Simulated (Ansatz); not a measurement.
Input file for C$_{2}$H$_{5}$BF$_{2}$O, SMILES `B[C@@H](F)[C@H](O)F`:

```yaml
crystal:
  periodic: [false, false, false]
  atoms:
    - {symbol: B, position_ang: [-1.340935, -0.544598, -0.740857]}
    - {symbol: C, position_ang: [0.139143, -0.046071, -0.767300]}
    - {symbol: F, position_ang: [0.387626, 0.933695, -1.719559]}
    - {symbol: C, position_ang: [0.642893, 0.471042, 0.567082]}
    - {symbol: O, position_ang: [0.753507, -0.582129, 1.436068]}
    - {symbol: F, position_ang: [-0.263730, 1.400486, 1.061018]}
    - {symbol: H, position_ang: [-2.104085, -0.198367, -1.588179]}
    - {symbol: H, position_ang: [-1.663445, -1.317308, 0.106666]}
    - {symbol: H, position_ang: [0.765179, -0.919289, -1.016929]}
    - {symbol: H, position_ang: [1.581469, 1.022764, 0.434346]}
    - {symbol: H, position_ang: [1.167774, -0.277123, 2.248343]}
basis:
  gaussian: {orbitals: def2-TZVPP}
correlation: {method: ccsd_t}
```

```sh
$ ansatz run in.yaml --threads 4 --pin off --events-out ev --progress --plain --max-ram 10444MiB
```

Log, shortened:

```
Functional definition: HF
1592 factors; integrals over basis functions are off by at most 1.1e-3 eV
mean field evaluation 1: about -10260.3023 eV, gradient 4.1e1 eV
mean field evaluation 2: about -10260.5575 eV, gradient 4.1e1 eV
mean field evaluation 4: about -10264.1847 eV, gradient 4.3e0 eV
mean field evaluation 8: about -10264.2486 eV, gradient 2.4e-1 eV
mean field -10264.24889042 eV, -377.2041893651 hartree, gradient 2.7e-6 eV, S^2 0.000000; 0 other end points of the search recorded, 0 dependent functions left out
6 core orbitals not correlated: weight in the atoms' cores, before any rotation towards them, 1.000 or more for the frozen orbitals, at most 0.000 for the correlated occupied ones
reference -10264.24889042 eV, -377.2041893651 hartree; 18, 18 occupied and 232, 232 virtual orbitals, 1592 factors
second order -31.66209497 eV of doubles, -0.00000000 eV of singles
cycle   1  -31.71874771 eV  change   -5.7e-2 eV  update   1.1e-1
cycle   2  -32.40581701 eV  change   -6.9e-1 eV  update   3.2e-2
cycle   3  -32.56399110 eV  change   -1.6e-1 eV  update   1.6e-2
cycle   4  -32.54704090 eV  change    1.7e-2 eV  update   3.3e-3
cycle   5  -32.54494328 eV  change    2.1e-3 eV  update   1.5e-3
cycle   6  -32.54618249 eV  change   -1.2e-3 eV  update   5.1e-4
cycle   7  -32.54591923 eV  change    2.6e-4 eV  update   2.0e-4
cycle   8  -32.54575467 eV  change    1.6e-4 eV  update   6.8e-5
cycle   9  -32.54577166 eV  change   -1.7e-5 eV  update   3.0e-5
perturbative correction -1.10647776 eV, -0.0406623077 hartree
Total energy: -10297.90113984 eV, -378.4408867209 hartree
```

Run time 6.8 min (4 threads of an Arm Neoverse N1 on a shared host); peak host memory 6.6 GiB.

MP2 recovers 94.1 % of the CCSD(T) correlation energy and the triples give 3.3 %; T1 = 0.0116.
